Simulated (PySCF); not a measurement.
## C5H14GeO: core ionisation energies

Compound: C₅H₁₄GeO.
Geometry (PBE0-D3(BJ)/def2-SVP, Å), atoms numbered from 1 in this order:
```
atom  x, y, z in Å
C1    -1.1236    1.7059   -0.2072
C2    -1.0440    0.1940   -0.3756
C3    -2.2692   -0.4867    0.2240
C4     0.2640   -0.3496    0.2129
C5     0.4345   -1.8507    0.0394
O6     1.3327    0.3293   -0.4165
Ge7    2.8675    0.6342    0.4368
H8    -2.0307    2.1090   -0.6829
H9    -1.1586    1.9792    0.8616
H10   -0.2487    2.1962   -0.6543
H11   -1.0066   -0.0311   -1.4579
H12   -2.3087   -1.5620   -0.0028
H13   -3.1932   -0.0349   -0.1678
H14   -2.2875   -0.3719    1.3212
H15    0.2518   -0.1180    1.3020
H16   -0.3263   -2.4192    0.5928
H17    1.4211   -2.1699    0.4080
H18    0.3693   -2.1185   -1.0270
H19    3.6644    1.5349   -0.5141
H20    3.6153   -0.6899    0.7024
H21    2.5514    1.3326    1.7763
```

Level of theory: delta-SCF UKS SCAN, pcX-2 on the ionised atom, pcseg-1 elsewhere, spin-free X2C in PySCF. Binding energies are ΔSCF values: E(core-ionised, relaxed orbitals) − E(ground state) at a fixed geometry, referred to the vacuum level.

Question: What binding energy does each computed site have?

Answer: 
```
atom(s)                 environment  level  binding energy (eV)  above the level's lowest (eV)  count
     C1               methyl carbon   C 1s               290.14                           0.00      1
     C2               sp3 CH carbon   C 1s               290.28                          +0.14      1
     C3               methyl carbon   C 1s               290.40                          +0.26      1
     C4  sp3 carbon bound to oxygen   C 1s               291.72                          +1.58      1
     C5               methyl carbon   C 1s               290.36                          +0.22      1
     O6   oxygen bonded to C and Ge   O 1s               537.15                           0.00      1
```

The listed C 1s values span 1.58 eV, from C1 (bonded to C and 3 H) to C4 (bonded to O, 2 C and H). The widest gap between neighbouring values is 1.32 eV, between 290.40 and 291.72 eV. The values 290.36 and 290.40 eV lie too close for their order to be trusted.

Question: Give the binding energy of C 1s of C5 in hartree and in kJ/mol.

Answer: 290.36 eV = 10.6705 Eh = 28015 kJ/mol.

Question: Which photon energy gives electrons from C 1s of C5 a kinetic energy of 150 eV, and what is their de Broglie wavelength?

Answer: hν = 290.36 + 150 = 440.36 eV, recoil neglected; λ = 12.264 Å/√(E/eV) = 1.00 Å.

No level of germanium is listed. Geometry: PBE0-D3(BJ)/def2-SVP, one conformer, isolated molecule.
